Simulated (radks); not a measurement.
Values are calculated unless marked as measured or tabulated.
Trend from Mg to Ar: ionisation energy by Delta-SCF between NIST ground configurations, and size. Level of theory: non-relativistic Kohn-Sham, PBEsol, spin-unpolarised, spherical densities, point nucleus (a radial shooting solver on a logarithmic mesh with Libxc functionals).

species,configuration,IE (eV),NIST (eV),kind
Mg,[Ne] 3s2,7.909,7.646,exp.
Al,[Ne] 3s2 3p1,5.746,5.986,exp.
Si,[Ne] 3s2 3p2,7.724,8.152,exp.
P,[Ne] 3s2 3p3,9.710,10.487,exp.
S,[Ne] 3s2 3p4,11.747,10.360,exp.
Cl,[Ne] 3s2 3p5,13.851,12.968,exp.
Ar,[Ar],16.030,15.760,exp.

Reference values: NIST Atomic Spectra Database (exp. = measured, semi-emp. = semi-empirical, theory = theoretical value adopted there). Spin polarisation and multiplet splitting are left out, so open shells lie too high by an amount that depends on their filling.

Beside tabulated values, note that spin-unpolarised runs miss the spin-polarisation part of the exchange energy of open shells.
